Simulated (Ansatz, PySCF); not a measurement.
BrFH3NSi, SMILES N[SiH](F)Br. Atoms are numbered in the order given.

```xyz
7

Si     0.3098    -0.8452     0.4238
N      1.9946    -0.6782     0.3124
F     -0.3381    -1.8203    -0.6998
Br    -0.5960     1.1429     0.0809
H     -0.0776    -1.4050     1.7355
H      2.6227    -1.3915     0.6641
H      2.4304    -0.0804    -0.3797
```

Geometry: PBE0-D3(BJ)/def2-SVP. The structure was generated by enumeration, and PubChem lists no compound with its InChIKey, so it may never have been made. The values are those of a single conformer.

Two levels are set side by side: PBE-D3(BJ)/def2-SVP (Ansatz, an electronic-structure program) and PBE0-D3(BJ)/def2-SVP (Ansatz). Each level has its own optimised geometry; the coordinates shown are those of the second. Frequencies come from the Hessian of PySCF at each geometry. Differences are taken from unrounded values.

| quantity | PBE0-D3(BJ) |
|---|---|
| mean bond length (Å) | 1.506 |
| bond Si1–N2 (Å) | 1.697 |
| bond Si1–F3 (Å) | 1.623 |
| bond Si1–Br4 (Å) | 2.212 |
| bond Si1–H5 (Å) | 1.478 |
| bond N2–H6 (Å) | 1.013 |
| bond N2–H7 (Å) | 1.013 |
| highest harmonic wavenumber (cm⁻¹) | 3727 |
| mean harmonic wavenumber (cm⁻¹) | 1146 |
| zero-point energy (kcal/mol) | 24.57 |

Question: What does PBE-D3(BJ) give, and how far is it from PBE0-D3(BJ)? (The exact figures need the calculation; the answer reports its results.)

Answer: 
```tsv
quantity	PBE-D3(BJ)	PBE-D3(BJ) minus PBE0-D3(BJ)
mean bond length (Å)	1.519	0.013
bond Si1–N2 (Å)	1.712	0.015
bond Si1–F3 (Å)	1.639	0.017
bond Si1–Br4 (Å)	2.228	0.017
bond Si1–H5 (Å)	1.490	0.012
bond N2–H6 (Å)	1.023	0.009
bond N2–H7 (Å)	1.022	0.009
highest harmonic wavenumber (cm⁻¹)	3601	-126
mean harmonic wavenumber (cm⁻¹)	1108	-38
zero-point energy (kcal/mol)	23.75	-0.82
```

GGA bonds tend to be longer and softer than those of functionals with exact exchange. Differences between two approximate levels are no errors against the true value.
